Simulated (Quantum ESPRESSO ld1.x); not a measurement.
Excited configurations of Lu3+: one electron is placed in a higher orbital outside [Xe] 4f13. The ground configuration is [Xe] 4f14. Calculated with ld1.x of Quantum ESPRESSO 7.5: scalar-relativistic Kohn-Sham, LDA (Slater exchange, Perdew-Wang correlation), spin-polarised, spherical densities, point nucleus; open shells are filled with parallel spins first. Excitation = E - E(ground); binding = E(ion) - E, where the ion is the core of charge +4; n* = 4/sqrt(2 binding) in atomic units, and the quantum defect is n - n*.

outer orbital,excitation (eV),binding (eV),n*,eigenvalue (eV),<r> (bohr)
5d,13.582,33.297,2.557,-27.775,1.939
5f,32.489,14.390,3.889,-12.165,4.122
6s,15.417,31.462,2.630,-27.882,2.738
6p,22.329,24.550,2.978,-21.683,3.254
6d,30.596,16.283,3.656,-14.318,4.470
6f,37.443,9.436,4.803,-8.235,7.270
7s,30.424,16.455,3.637,-14.762,5.124
7p,33.122,13.757,3.978,-12.295,5.892
7d,36.791,10.088,4.645,-8.986,7.593
7f,40.287,6.592,5.747,-5.850,11.16

The Delta-SCF ionisation energy is 46.879 eV (NIST Atomic Spectra Database: 45.25 eV, semi-empirical). Self-interaction in the functional shifts the binding energies and quantum defects, so they are the method's values and not measured ones. Open shells are spherical and high-spin; term and fine-structure splittings are not resolved. Spin-orbit splitting is averaged out at the scalar-relativistic level.
